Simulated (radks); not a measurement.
Q: All-electron atom: Lu II in [Xe] 4f14 6s2 (the NIST ground configuration). Method: scalar-relativistic Kohn-Sham, r2SCAN, spin-polarised, spherical densities, finite nucleus; meta-GGA in the generalised Kohn-Sham scheme; Fermi nuclear charge, rms radius 5.37 fm; computed with a radial shooting solver on a logarithmic mesh with Libxc functionals. Some entries of the table are withheld. Estimate them.

orbital  occ.  eigenvalue (hartree)  <r^2> (bohr^2)  <r> (bohr)
1s          2             -2327.030       0.0005123     0.01932
2s          2             -397.2942        0.007918     0.08182
2p          6                   (1)        0.006496     0.07292
3s          2             -90.62874         0.05156      0.2124
3p          6             -76.20401         0.05218      0.2121
3d         10             -58.86170         0.04346      0.1925
4s          2             -18.49389          0.2581      0.4782
4p          6             -13.74050          0.2934      0.5078
4d         10              -7.50904          0.3484      0.5478
5s          2              -2.63668           1.542       1.171
5p          6              -1.52671           2.165       1.380
4f         14                   (2)          0.6839         (3)
6s          2              -0.40890             (4)       3.301

A: 
(1) 2p eigenvalue (hartree): -349.4625
(2) 4f eigenvalue (hartree): -0.68615
(3) 4f <r> (bohr): 0.7192
(4) 6s <r^2> (bohr^2): 12.22
